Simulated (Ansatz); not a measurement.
A nudged elastic band was laid between two geometries of BCl2H3O (7 atoms, charge 0, multiplicity 1).

Method: Ansatz, RKS LDA/def2-SVP.

| Property | Result |
| --- | --- |
| movable images | 5 |
| climbing image | yes |
| spring | 5.0 eV/Å² |
| optimiser | quadratic models (default) |
| start path | through a guess of the saddle point |
| force threshold | 0.05 eV/Å |
| iteration limit | 60 |
| end points | relaxed |

Initial state:

```xyz
7
Properties=species:S:1:pos:R:3
B 0.095 -0.079 0.105
H 0.015 0.557 1.145
Cl 1.546 0.228 -0.888
Cl -1.484 -0.134 -0.845
O 0.162 -1.632 0.571
H -0.632 -1.968 0.066
H -0.069 -1.660 1.526
```

Final state:

```xyz
7
Properties=species:S:1:pos:R:3
B 0.210 -0.545 -0.766
H -0.534 -0.239 2.614
Cl 1.657 0.173 -1.420
Cl -1.361 0.174 -1.091
O 0.323 -1.653 -0.019
H -0.542 -1.985 0.296
H -0.118 -0.612 2.065
```

Which bonds break or form, and what moves?

Bonds broken: B1–H2, O5–H7. Bonds formed: H2–H7. BCl2H3O becomes BCl2HO + H2.

What energy profile does the band end with?

It converged. The highest image is number 2 of 0 to 6, 74.8 kJ/mol above the first end and 124.4 kJ/mol above the last; the last end lies 49.6 kJ/mol below the first. A vibrational analysis at the climbing image gives one clearly imaginary mode, 1120i cm⁻¹: a first-order saddle point. The orbitals stay closed-shell, which can raise the energy where a bond breaks towards radicals; this wasn't checked here.

```csv
image,path coordinate (Å),energy (kJ/mol),B1–H2 (Å),O5–H7 (Å),H2–H7 (Å)
0,0.00,0.0,1.22,0.98,2.25
1,0.53,21.2,1.24,1.00,1.64
2,1.06,74.8,1.37,1.28,1.06
3,1.74,-17.4,1.98,1.95,0.79
4,2.42,-48.2,2.64,2.48,0.78
5,3.11,-49.3,3.14,2.42,0.78
6,3.79,-49.6,3.47,2.37,0.78
```

What is the geometry of the highest image?


```xyz
7
Properties=species:S:1:pos:R:3
B 0.070 -0.324 0.000
H 0.000 0.173 1.274
Cl 1.543 0.321 -0.738
Cl -1.505 0.015 -0.787
O 0.181 -1.779 0.422
H -0.668 -2.213 0.182
H 0.013 -0.881 1.326
```

What are the harmonic wavenumbers there?

1120i, 242, 280, 397, 415, 673, 782, 798, 965, 1048, 1203, 1241, 1985, 2108, 3648 cm⁻¹.

The band took 17 iterations and about 50 core-seconds.

Time of the run: 51 s on 1 thread of Intel(R) Xeon(R) 6975P-C (Granite Rapids), with other jobs on the host, peak memory 0.15 GiB.
